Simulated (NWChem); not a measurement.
GeH$_{3}$Br; SMILES [GeH3][Br]

This build's default masses of Se (78.918 u) and Br (79.917 u) are each other's, which moves their modes by up to 0.6 %.

Give the equilibrium geometry at PBE0/def2-SVP (NWChem) as a list of bonds and angles, with the point group.

point group C3v; any orientation.
Bond lengths (Å): Ge1–Br2 2.313, Ge1–H3 1.534, Ge1–H4 1.534, Ge1–H5 1.534. Angles (°): Br2–Ge1–H3 107.4, Br2–Ge1–H4 107.4, Br2–Ge1–H5 107.4, H3–Ge1–H4 111.5, H3–Ge1–H5 111.5, H4–Ge1–H5 111.5.
